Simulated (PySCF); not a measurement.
## Electron correlation in P⁺ (phosphorus, charge +1)

[Ne] 3s2 3p2, high-spin 3P determinant. Computed with PySCF 2.14 in x2c-TZVPPall with one added diffuse shell each of s, p, d type (6s6p4d1f, 51 functions), with scalar relativity by spin-free X2C-1e. Frozen: 1s2; 12 electrons correlated.

MP2 pair energies summed by pair of shells (mhartree):

```csv
pair,energy,share (%)
2p-2p,-104.55,47.1
3s-3p,-38.67,17.4
2s-2p,-21.41,9.6
3s-3s,-17.05,7.7
2p-3s,-15.92,7.2
2p-3p,-10.23,4.6
3p-3p,-6.54,2.9
2s-2s,-4.56,2.1
2s-3s,-1.69,0.8
2s-3p,-1.47,0.7
```

Total MP2 correlation energy: -222.11 mhartree.

Same-spin part -59.13 and opposite-spin part -162.98 mhartree; SCS-MP2 scales them by 1/3 and 6/5 to -215.29 mhartree.

This basis was not built for core-valence correlation, so the inner-shell part is incomplete.
